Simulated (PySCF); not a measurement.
PBE0 on Li⁻ (lithium, charge -1), [He] 2s2, closed-shell 1S. All numbers are calculated (PySCF 2.14, no relativity, point nucleus, in dyall-acv3z).

```
cycle= 1 E= -7.48526564551512  delta_E= -0.00136  |g|= 0.00526  |ddm|= 0.115
cycle= 2 E= -7.48531165969524  delta_E= -4.6e-05  |g|= 0.00126  |ddm|= 0.0502
cycle= 3 E= -7.48531749430029  delta_E= -5.83e-06  |g|= 0.000352  |ddm|= 0.0109
cycle= 4 E= -7.48531777240503  delta_E= -2.78e-07  |g|= 3.05e-05  |ddm|= 0.00265
cycle= 5 E= -7.48531777530069  delta_E= -2.9e-09  |g|= 2.48e-06  |ddm|= 0.000731
cycle= 6 E= -7.48531777531935  delta_E= -1.87e-11  |g|= 4.38e-08  |ddm|= 6.22e-05
converged SCF energy = -7.48531777531935  <S^2> = 3.9968029e-15  2S+1 = 1
```

Highest occupied orbital energy: 0.464 eV; ⟨L²⟩ = 0.00; populations by l: s 4.00, p 0.00, d 0.00.

Task: Can this result be used?

Result: With care. The run converged. At PBE0 the highest occupied level has a positive energy, so only the finite basis holds that electron; in a semilocal or global hybrid functional this comes from self-interaction and does not mean that the real anion is unbound.
